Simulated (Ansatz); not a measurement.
Consider the isomerisation: `CO[SiH](N)Br` → `OCN[SiH2]Br`.

Computed with Ansatz on PBE0-D4/def2-TZVP structures; ΔE is electronic, products minus reactants. CCSD(T)/CBS is the MP2 limit (def2-TZVPP, def2-QZVPP) plus CCSD(T) − MP2 in def2-TZVPP, frozen cores. Functionals use def2-TZVPP. B3LYP here is the variant with VWN-RPA as its local correlation; programs differ in this. For Br outer-core shells are correlated without core-valence functions, which leaves a few kJ/mol of doubt a bond. Scalar relativity is left out up to krypton. Each species was taken in one conformer, which may not be the lowest.

| level | ΔE (kJ/mol) |
| --- | --- |
| PBE0-D4 | 147.5 |
| B2PLYP | 157.2 |
| B3LYP | 153.3 |
| CCSD(T)/def2-TZVPP | 154.5 |
| SCS-MP2/def2-QZVPP | 160.1 |
| HF/CBS(def2) | 163.1 |
| MP2/CBS(def2) | 162.9 |
| CCSD/CBS(def2) | 158.8 |

Task: What does CCSD(T)/CBS give? (Estimate.)

Result: The calculation gave: +157.5 kJ/mol. The listed levels differ from it by -10.0, -0.3, -4.2, -3.0, 2.6, 5.6, 5.4, 1.3 kJ/mol.

Largest T1 diagnostic among the species: 0.009.

From PBE to PBE0 (25 % exact exchange), in def2-TZVPP and without D4, ΔE moves by +5.0 kJ/mol.
